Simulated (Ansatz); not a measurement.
Ansatz (a program for electronic structure) input file for C4H5NO, SMILES c1cc(N)oc1, CAM-B3LYP/def2-SVPD. Coordinates come from a B3LYP-D3(BJ)/def2-SVP optimisation. Other conformers were not sampled.

Ansatz 0.2 input:
```yaml
crystal:
  periodic: [false, false, false]
  atoms:
    - {symbol: N, position_ang: [2.02392464, 0.17084545, -0.17856624]}
    - {symbol: C, position_ang: [0.64864821, 0.16394032, -0.04032463]}
    - {symbol: C, position_ang: [-0.30576195, 1.15114141, -0.01579306]}
    - {symbol: C, position_ang: [-1.56842857, 0.46327538, 0.06225761]}
    - {symbol: C, position_ang: [-1.29038899, -0.86866730, 0.08494004]}
    - {symbol: O, position_ang: [0.07128850, -1.05660564, 0.02060381]}
    - {symbol: H, position_ang: [2.45676536, 1.05077672, 0.08002707]}
    - {symbol: H, position_ang: [2.48239001, -0.62125793, 0.26335514]}
    - {symbol: H, position_ang: [-0.13293354, 2.22351721, -0.05205745]}
    - {symbol: H, position_ang: [-2.55716917, 0.91600538, 0.10124707]}
    - {symbol: H, position_ang: [-1.89124531, -1.77025323, 0.14608141]}
basis:
  gaussian:
    orbitals: def2-SVPD
hamiltonian:
  xc: {name: CAM-B3LYP}
```

Program output:

```
WARN ansatz: RAYON_NUM_THREADS=1 ignored (pool sized by the plan → 1); use --threads N
Functional definition: CAM-B3LYP
integrals: 0.10 GiB planned
1356 factors; their error is unknown
integrals: 0.13 GiB planned
521 factors; integrals over basis functions are off by at most 1.4e-5 eV
mean field: 0.99 GiB planned
mean field evaluation 1: about -7751.2945 eV, gradient 5.0e1 eV
mean field evaluation 2: about -7752.4627 eV, gradient 4.6e1 eV
mean field evaluation 4: about -7756.8410 eV, gradient 1.9e0 eV
mean field evaluation 8: about -7756.8479 eV, gradient 1.4e-1 eV
mean field evaluation 16: about -7756.7970 eV, gradient 6.1e-4 eV
mean field -7756.79702767 eV, -285.0570330210 hartree, gradient 2.8e-5 eV, S^2 0.000000; 0 other end points of the search recorded, 0 dependent functions left out
reference -7756.79715558 eV, -285.0570377216 hartree; 22, 22 occupied and 141, 141 virtual orbitals, 1356 factors
Total energy: -7756.79715558 eV, -285.0570377216 hartree
```

The calculation finished and met its thresholds.
